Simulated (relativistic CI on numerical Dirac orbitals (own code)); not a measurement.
A reference radial Dirac CI calculation of Sr⁴⁺ gave the lowest total energy -3171.08280 Ha in 11 SCF steps, from this input:

```
atom Sr  Z=38  charge=4  electrons=34
nucleus A=88  rms_radius_fm=4.2240
hamiltonian dirac-coulomb  breit=on  qed=on  c_scale=1
orbitals kli  potential=per-configuration
slater_scale 1
correlation none
mixing on
grid step=0.0125 r_max=29.8
scf mixing=0.4 start=green max_iterations=150 tolerance=2e-08 node_fill=0.05
configurations
  [Ar] 3d10 4s2 4p4
end
```

One setting was then changed, and the output read:

```
SCF 1: [Ar] 3d10 4s2 4p4
 iter      energy (Ha)   residual   last orbital (Ha)
    1     -3150.190427   2.73e+00     -4.44035
    2     -3170.481941   1.05e+00     -3.21784
    3     -3173.806668   1.30e-01     -2.60848
    4     -3173.874861   7.82e-02     -2.64378
    5     -3173.888735   7.65e-03     -2.59623
    6     -3173.888983   1.36e-03     -2.60247
error: SCF of 1s2 2s2 2p6 3s2 3p6 3d10 4s2 4p4 did not converge
end: not converged
```

Q: Which setting was changed?
A. speed of light
B. configuration list
C. iteration limit
D. node fill of the KLI weights

A: C. The iteration limit 6. This setting is bad on purpose; its numbers may not be properties of the ion.
